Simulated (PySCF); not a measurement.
Structure with atom numbers: `[CH3:1][O:2][C:3](=[O:4])[c:5]1[cH:6][n:7]([CH3:8])[n:9][n:10]1` (H(Xn): hydrogen on atom n).

No solvent model, fast rotation and ring inversion assumed for equivalent nuclei, no relativistic terms, one conformer. Structure optimised with GFN2-xTB; shielding tensors at PBE0/pcSseg-1 (GIAO); PySCF.

Problem. Predict the 2D correlation tables (HSQC, COSY, HMBC).

Solution. 

HSQC (one-bond C–H):
| δH | δC |
| --- | --- |
| 8.19 (H(C6)) | 136.4 (C6) |
| 4.25 (H(C8)) | 36.3 (C8) |
| 4.16 (H(C1)) | 53.7 (C1) |

HMBC (two and three bonds, from the bond graph):
| δH | δC |
| --- | --- |
| 8.19 (H(C6)) | 169.3 (C3), 148.2 (C5), 36.3 (C8) |
| 4.25 (H(C8)) | 136.4 (C6) |
| 4.16 (H(C1)) | 169.3 (C3) |

No COSY cross peaks are expected.

Referencing at the same level of theory: TMS for $^{1}$H, $^{13}$C.

Shifts are as computed. Against solution values, carbons near 30 ppm lie about +3 ppm off and those near 130 ppm about +5 ppm. Of 1211 compounds with measured shifts, 218 miss one by over three times the rms of a fit or turn the order of signals round; such compounds aren't used in these exercises.
